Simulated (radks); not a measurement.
Mn VII, configuration [Ne] 3s2 3p(1/2: 2, 3/2: 3) 3d(3/2: 2, 5/2: 0) (not the ground configuration). Method: Dirac Kohn-Sham, relativistic LDA (MacDonald-Vosko exchange, VWN5 correlation), spin-unpolarised, spherical densities, finite nucleus; Fermi nuclear charge, rms radius 3.7057 fm; computed with a radial shooting solver on a logarithmic mesh with Libxc functionals.

Normalised radial functions P(r) = r R(r) (large component), r in bohr:

| r | 2s1/2 | 3p1/2 | 3d5/2 |
|---|---|---|---|
| 0.006428 | 0.4176 | 0.0088 | 0.0000 |
| 0.008106 | 0.5020 | 0.0133 | 0.0001 |
| 0.01022 | 0.5961 | 0.0201 | 0.0002 |
| 0.01289 | 0.6967 | 0.0302 | 0.0003 |
| 0.01626 | 0.7975 | 0.0452 | 0.0006 |
| 0.0205 | 0.8880 | 0.0672 | 0.0012 |
| 0.02586 | 0.9519 | 0.0986 | 0.0024 |
| 0.03261 | 0.9669 | 0.1426 | 0.0045 |
| 0.04113 | 0.9050 | 0.2021 | 0.0084 |
| 0.05186 | 0.7362 | 0.2790 | 0.0155 |
| 0.06541 | 0.4359 | 0.3723 | 0.0280 |
| 0.08249 | -0.0025 | 0.4754 | 0.0496 |
| 0.104 | -0.5522 | 0.5726 | 0.0854 |
| 0.1312 | -1.1403 | 0.6368 | 0.1423 |
| 0.1654 | -1.6500 | 0.6300 | 0.2278 |
| 0.2086 | -1.9484 | 0.5118 | 0.3486 |
| 0.2631 | -1.9416 | 0.2552 | 0.5057 |
| 0.3318 | -1.6320 | -0.1297 | 0.6894 |
| 0.4185 | -1.1373 | -0.5772 | 0.8746 |
| 0.5278 | -0.6384 | -0.9705 | 1.0207 |
| 0.6656 | -0.2771 | -1.1826 | 1.0813 |
| 0.8394 | -0.0882 | -1.1438 | 1.0237 |
| 1.059 | -0.0192 | -0.8914 | 0.8501 |
| 1.335 | -0.0026 | -0.5512 | 0.6028 |
| 1.684 | -0.0002 | -0.2605 | 0.3509 |
| 2.123 | 0.0000 | -0.0889 | 0.1590 |
| 2.677 | 0.0000 | -0.0203 | 0.0525 |

2s1/2: eigenvalue -856.63 eV, 1 radial node at r = 0.0824 bohr, <r> = 0.280 bohr, 90 % of the charge inside 0.434 bohr. 3p1/2: eigenvalue -158.33 eV, 1 radial node at r = 0.309 bohr, <r> = 0.827 bohr, 90 % of the charge inside 1.25 bohr. 3d5/2 (empty): eigenvalue -106.72 eV, 0 radial nodes, <r> = 0.858 bohr, 90 % of the charge inside 1.37 bohr.
